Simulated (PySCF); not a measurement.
CHCl, neutral, multiplicity 1. Atoms are numbered in the order given.

```xyz
3

C     -0.1767    -1.1689     0.0000
Cl     0.0111     0.5027     0.0000
H      0.8711    -1.5322     0.0000
```
Charge 0, spin multiplicity 1.

The structure is a stationary point at ωB97X-D3(BJ)/def2-TZVPD. The isomer is the one that the SMILES or the coordinates give; other isomers of the formula were not compared.

The numbers are results of PySCF with PBE0/pcSseg-2, not measurements.

GIAO shieldings, no solvent; atoms alike by connectivity are averaged. δ = σ(ref) − σ: ¹³C against TMS (σ = 186.1 ppm); ³⁵Cl against HCl (σ = 943.3 ppm); ¹H against TMS (σ = 31.54 ppm), references at their B3LYP-D3(BJ)/def2-TZVP geometries, non-relativistic (without spin–orbit terms, shifts of atoms bonded to Cl or Br come out too high).

Computed chemical shifts:
```
nucleus  atoms  count  δ (ppm)
-------  -----  -----  -------
¹³C         C1      1   1017.6
³⁵Cl       Cl2      1   1747.2
¹H          H3      1    32.67
```
